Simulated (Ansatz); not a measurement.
The cluster K2F2⁺, relaxed as a doublet with UKS PBE0-D4/def2-TZVP in Ansatz, starting from the GFN1-xTB geometry. Force threshold 0.02 eV/Å.

In the doublet, F3 and F4 lie 1.95 Å apart (atoms count from 1), so these atoms are partly bonded to each other. The structure comes from a short search, and lower isomers may exist.

Start:

```xyz
4

K     1.977   -0.202   -0.358
K    -1.980    0.259    0.307
F     0.199    0.532    0.822
F    -0.196   -0.589   -0.771
```

```tsv
step	energy (eV)	largest force component (eV/Å)	SCF passes
1	-38067.4064	1.731	21
2	-38067.9173	0.381	23
3	-38067.9600	0.082	24
4	-38067.9642	0.106	25
5	-38067.9652	0.006	23
```

Force components are those of the run's own axes.

End:

```csv
atom,x (Å),y (Å),z (Å)
K1,2.268,-0.263,-0.381
K2,-2.268,0.265,0.380
F3,0.195,0.549,0.782
F4,-0.195,-0.550,-0.781
```

By distances, no bond broke or formed. The bond that changes most is K1–F4, from 2.25 to 2.51 Å (atoms count from 1).

No frequencies were taken in this run, so the end may be a saddle point.

Run time 19 s (2 threads of Arm Neoverse V1 on a shared host).
